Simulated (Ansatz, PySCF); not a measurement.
Spin states of H2O2Os (SMILES [OH][Os][OH]), each relaxed with B3LYP-D3(BJ)/def2-TZVP.
State 1 (charge 0, multiplicity 3):
```xyz
5

Os     0.0918    -0.2856     0.0549
O      1.5028    -0.0554    -1.1207
H      1.6786     0.7438    -1.6325
O     -1.3257    -0.5169     1.2225
H     -2.0013     0.1440     1.4186
```
State 2 (charge 0, multiplicity 5):
```xyz
5

Os     0.0869    -0.2691     0.0523
O      1.4064    -0.0809    -1.3254
H      1.8318     0.7518    -1.5511
O     -1.2559    -0.3918     1.4148
H     -2.1231     0.0199     1.3523
```

Singlets are restricted, other states unrestricted; no spin–orbit coupling, no relativity up to Kr; see below for the cores. The largest T1 diagnostic is 0.028.

Correlated levels freeze the inner cores; with def2 sets outer-core shells near the valence are correlated too.

Codes used: Ansatz (a quantum-chemistry and plane-wave program) with Gaussian orbitals; PySCF for the dispersion terms. Each number belongs to the level named beside it. In def2 rows elements past Kr take small-core potentials, without spin–orbit coupling.

```tsv
level	energy of the multiplicity-5 state less that of the multiplicity-3 state (eV)
SVWN5/def2-TZVPP	0.433
PBE-D3(BJ)/def2-TZVPP	0.302
r2SCAN-D3(BJ)/def2-TZVPP	-0.006
B97M-V/def2-TZVPP	0.080
B3LYP-D3(BJ)/def2-TZVPP	0.209
CAM-B3LYP-D4/def2-TZVPP	0.100
wB97X-V/def2-TZVPP	0.165
CCSD/def2-SVP	(withheld)
CCSD(T)/def2-SVP	(withheld)
```

Problem. Complete the blanks.

Solution. 
- CCSD/def2-SVP, energy of the multiplicity-5 state less that of the multiplicity-3 state (eV): -0.039
- CCSD(T)/def2-SVP, energy of the multiplicity-5 state less that of the multiplicity-3 state (eV): 0.175
